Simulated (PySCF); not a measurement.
# Working out the ionisation energy of Ne+

Ne+ [He] 2s2 2p5 (2P) → Ne(2+) [He] 2s2 2p4 (3P). Calculation: PySCF 2.14, in x2c-QZVPPall with one added diffuse shell each of s, p, d, f type (8s5p4d3f1g, 73 functions); the spin-free X2C one-electron Hamiltonian (Gaussian nucleus). Frozen: nothing. Energies in hartree (1 hartree = 27.21139 eV):

| part | Ne+ (lower) | Ne(2+) (upper) |
| --- | --- | --- |
| UHF | -127.962784 | -126.520026 |
| MP2 opposite-spin | -0.186536 | -0.140808 |
| MP2 same-spin | -0.053414 | -0.039752 |

Problem. What does Hartree-Fock give?

Solution. (-126.520026) − (-127.962784) = 1.442758 hartree = 39.259 eV.

Problem. What do MP2 and SCS-MP2 (6/5 opposite-spin, 1/3 same-spin) give?

Solution. The opposite-spin parts differ by 1.244 eV and the same-spin parts by 0.372 eV. MP2: 39.259 + (1.244) + (0.372) = 40.875 eV. SCS-MP2: 39.259 + 1.2 × (1.244) + (0.372)/3 = 40.876 eV.

A first-order spin-orbit estimate adds -0.005 eV to MP2 (valence and next inner shell), giving 40.870 eV against 40.963 eV (measured; NIST Atomic Spectra Database, ionization energies).

What remains against the reference includes basis incompleteness and correlation beyond second order.
